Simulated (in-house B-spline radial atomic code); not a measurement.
Results of a calculation; reference values are marked as such.
# Two electrons in Si: a spherical dot of radius 4.88 nm with hard walls with an ionised donor at its centre

For Si the NSM archive of the Ioffe Institute lists m_l = 0.98 m0, m_t = 0.19 m0 and ε = 11.7; the model takes one isotropic valley with the conductivity mass 3/(1/m_l + 2/m_t) = 0.26 m0, and so misses anisotropy and the other valleys. All triplets below are those of one valley; with several valleys two electrons can form a triplet in the 1s orbital itself, at an energy set by the valley splitting. Real donors also feel a central-cell potential, which shifts the ground state.

Effective-mass model with parabolic bands, a uniform dielectric constant, no image charges, no central-cell or spin-orbit terms. Two-electron levels come from full CI in B-splines with partial waves to l = 5 (up to 0.001 effective hartree above the limit).

(1) What are the effective units, and what is the potential in them?

In these units the lowest s and p orbitals lie at -0.1556 and 1.4769, and their Coulomb and exchange integrals are J_ss = 1.0259, J_sp = 0.8473 and K_sp = 0.1652. Full CI gives 0.6425 for the ground singlet, 1.9871 for the sp triplet, 2.2723 for the sp singlet and 3.7226 for the lowest triplet of two s orbitals.

(2) What does it cost to add the second electron, to first order and exactly?

(3) How far above the singlet do the triplets lie?

Answers

(1) Ha* = 27211.386 meV × 0.26/11.7² = 51.68 meV and a* = 0.0529177 nm × 11.7/0.26 = 2.381 nm. The radius is R = 2.05 a*, with −1/r added.

(2) To first order E = 2ε_s + J_ss = 0.7147, so the charging energy E(2) − 2E(1) is J_ss = 53.02 meV. CI gives 0.6425 − 2 × (-0.1556) = 0.9537, or 49.29 meV: relaxation and correlation lower it by 3.732 meV, 7.0 % of J_ss. The s² configuration of one-electron orbitals holds 98.3 % of the state, and the mean radius is 2.21 nm.

(3) To first order the sp triplet lies at ε_s + ε_p + J_sp − K_sp = 2.0033, which is 66.6 meV above 2ε_s + J_ss. CI gives 1.9871 − (0.6425) = 1.3447, or 69.5 meV, 82 % of the orbital spacing of 84.38 meV. The ss triplet lies 159.2 meV up, so the lower of the two is the sp one, and its gap equals k_BT at 806 K. The sp singlet-triplet splitting is 14.74 meV, against 2K_sp = 17.08 meV.
